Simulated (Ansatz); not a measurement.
Isolated molecules relaxed with PBE0-D4/def2-TZVP in Ansatz; ΔE leaves out vibrations. CCSD(T)/CBS adds triple-zeta CCSD(T) − MP2 to the extrapolated MP2 energy (def2 sets, frozen cores). DFT in def2-TZVPP. One conformer a species, not always the lowest.

Reaction (substitution at a C–Si bond): `C[SiH](Cl)CF` + `OB(O)[SiH3]` → `OB([SiH3])OCF` + `C[SiH2]Cl`

| level | ΔE (eV) |
| --- | --- |
| r2SCAN-D4 | 0.32 |
| PBE0-D4 | 0.34 |
| ωB97M-V | 0.34 |
| B2PLYP | 0.31 |
| PBE0 | 0.33 |
| SCS-MP2/def2-TZVPP | 0.30 |
| MP2/def2-QZVPP | 0.38 |
| CCSD/CBS(def2) | 0.35 |

Problem. What does CCSD(T)/CBS give? (An estimate is asked.)

Solution. Ansatz gave: +0.35 eV. The listed levels differ from it by -0.03, -0.01, -0.01, -0.04, -0.02, -0.05, 0.03, 0.00 eV.

Largest T1 diagnostic among the species: 0.014.

In def2-TZVPP, CCSD(T) changes the Hartree–Fock value by +0.11 eV (the triples alone add +0.00 eV) and MP2 by +0.16 eV.
